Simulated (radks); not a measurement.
Results of a calculation; reference values are marked as such.
All-electron atom: Br XXI in [Ne] 3s2 3p3 (the NIST ground configuration). Level of theory: Dirac Kohn-Sham, LDA (Slater exchange, Perdew-Wang correlation), spin-unpolarised, spherical densities, finite nucleus; open shells are shared between the two j in proportion to 2j + 1; Fermi nuclear charge, rms radius 4.1629 fm (a radial shooting solver on a logarithmic mesh with Libxc functionals).

Normalised radial functions P(r) = r R(r) (large component), r in bohr:

| r | 1s1/2 | 2p1/2 | 3d3/2 |
|---|---|---|---|
| 0.004858 | 1.7689 | 0.0374 | 0.0001 |
| 0.006078 | 2.1050 | 0.0543 | 0.0003 |
| 0.007543 | 2.4646 | 0.0780 | 0.0005 |
| 0.009437 | 2.8650 | 0.1135 | 0.0009 |
| 0.01181 | 3.2759 | 0.1649 | 0.0017 |
| 0.01465 | 3.6561 | 0.2351 | 0.0031 |
| 0.01833 | 3.9953 | 0.3368 | 0.0058 |
| 0.02293 | 4.2294 | 0.4766 | 0.0105 |
| 0.02846 | 4.3037 | 0.6560 | 0.0187 |
| 0.03561 | 4.1757 | 0.8946 | 0.0335 |
| 0.04455 | 3.8116 | 1.1874 | 0.0590 |
| 0.05529 | 3.2488 | 1.5106 | 0.0998 |
| 0.06917 | 2.5100 | 1.8597 | 0.1678 |
| 0.08654 | 1.7257 | 2.1724 | 0.2734 |
| 0.1074 | 1.0485 | 2.3741 | 0.4220 |
| 0.1344 | 0.5244 | 2.4085 | 0.6325 |
| 0.1668 | 0.2180 | 2.2287 | 0.8859 |
| 0.2086 | 0.0669 | 1.8310 | 1.1757 |
| 0.261 | 0.0146 | 1.3010 | 1.4369 |
| 0.324 | 0.0023 | 0.7904 | 1.5858 |
| 0.4053 | 0.0002 | 0.3799 | 1.5568 |
| 0.5071 | 0.0000 | 0.1390 | 1.3122 |
| 0.6293 | 0.0000 | 0.0383 | 0.9300 |
| 0.7873 | 0.0000 | 0.0066 | 0.5160 |
| 0.985 | 0.0000 | 0.0007 | 0.2132 |
| 1.222 | 0.0000 | 0.0000 | 0.0642 |
| 1.529 | 0.0000 | 0.0000 | 0.0118 |

1s1/2: eigenvalue -14123.2 eV, 0 radial nodes, <r> = 0.0428 bohr, 90 % of the charge inside 0.0765 bohr. 2p1/2: eigenvalue -2375.5 eV, 0 radial nodes, <r> = 0.161 bohr, 90 % of the charge inside 0.263 bohr. 3d3/2 (empty): eigenvalue -751.96 eV, 0 radial nodes, <r> = 0.420 bohr, 90 % of the charge inside 0.644 bohr.
